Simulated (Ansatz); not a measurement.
Ideal-gas functions of AlFH2OZn (`[OH][Al]([F])[ZnH]`) at 298.15 K and 1 bar, from an Ansatz frequency run at PBE0-D4/def2-TZVP.

Molar mass 129.39 g/mol, point group Cs (symmetry number 1), electronic degeneracy 1, moments of inertia 74.1, 309.476, 383.576 u Å². Harmonic wavenumbers (cm⁻¹, unscaled): 97, 180, 183, 312, 384, 405, 406, 611, 786, 887, 1840, 3943.

Use S(trans) = R[1.5 ln M + 2.5 ln T − 1.1517]; rotational temperatures θ = 24.2544 K / I; S(rot) = R[ln(√π/σ · √(T³/θAθBθC)) + 1.5]; for each mode x = 1.438777 ν̃/T, S = R[x/(eˣ − 1) − ln(1 − e⁻ˣ)] and H = RT x/(eˣ − 1); 1 cm⁻¹ = 0.0119627 kJ/mol; R = 8.31446 J/(mol·K).

**Question.** By hand: the entropy, in J/(mol·K).

**Answer.** Translation 169.5. Rotation: θ = 0.3273, 0.0784, 0.0632 K, giving 115.0. Vibration, mode by mode: 14.70, 9.74, 9.61, 5.66, 4.28, 3.95, 3.94, 1.80, 0.92, 0.62, 0.01, 0.00, in all 55.2. Electronic 0.0. Sum 339.7 J/(mol·K).

**Question.** By hand: H − E and G − E in kJ/mol, counted from the electronic energy.

**Answer.** Zero-point energy ½ × 10034 × 0.0119627 = 60.0; thermal vibration 9.3; translation, rotation and pV give 4 RT = 9.9. H − E = 79.2 kJ/mol, and G − E = 79.2 − 298.15 × 339.7/1000 = -22.1 kJ/mol.

Vibration gives 16 % of the entropy, 14.7 J/(mol·K) of it from the mode under 150 cm⁻¹: soft modes count most, and the harmonic formula is weakest for them. The sum counts one conformer and one mirror image; others add a mixing term.
